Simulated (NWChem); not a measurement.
Molecule: C$_{3}$H$_{5}$NSi; SMILES C1=C[SiH2]N=C1

```xyz
10

C      0.5589     1.3826     0.0000
C      1.3294     0.2763     0.0000
Si     0.0941    -1.1438     0.0000
N     -1.3518    -0.1046     0.0000
C     -0.9160     1.1037     0.0000
H      0.9253     2.4085     0.0000
H      2.4138     0.3151     0.0000
H      0.1415    -2.0016     1.2119
H      0.1415    -2.0016    -1.2119
H     -1.6167     1.9480     0.0000
```
Atoms are numbered in this order, from 1.

All runs: NWChem. Pople sets run with spherical d functions. STO-3G and 3-21G are far too small for this property and stand as cheap habits. Structure relaxed at the B3LYP/6-31G* (spherical d) level. GIAO values for the isolated, static molecule; σ is the absolute isotropic shielding, δ = σ(reference) − σ with the isolated reference molecule computed at the same levels (13C: tetramethylsilane, 1H: tetramethylsilane, 15N: ammonia, 29Si: tetramethylsilane).

| level | δ C1 (ppm) | δ Si3 (ppm) | δ N4 (ppm) | δ C5 (ppm) | δ H7 (ppm) | δ H8 (ppm) | δ H10 (ppm) |
|---|---|---|---|---|---|---|---|
| Hartree-Fock/STO-3G | 132.1 | -6.6 | 322.1 | 149.8 | 7.27 | 3.12 | 9.25 |
| KT2/pcSseg-1 | [?] | [?] | [?] | [?] | [?] | 5.23 | [?] |
| B3LYP/6-31G* | 138.6 | 6.2 | 322.2 | 167.4 | 6.63 | 5.26 | 8.64 |
| PBE0/pcSseg-1 | 155.5 | -10.8 | 377.2 | 186.3 | 7.24 | 5.15 | 8.89 |

Q: Some entries are withheld; supply them.

A: 
- KT2/pcSseg-1, δ C1 (ppm): 144.9
- KT2/pcSseg-1, δ Si3 (ppm): -14.3
- KT2/pcSseg-1, δ N4 (ppm): 340.8
- KT2/pcSseg-1, δ C5 (ppm): 173.2
- KT2/pcSseg-1, δ H7 (ppm): 6.93
- KT2/pcSseg-1, δ H10 (ppm): 8.71
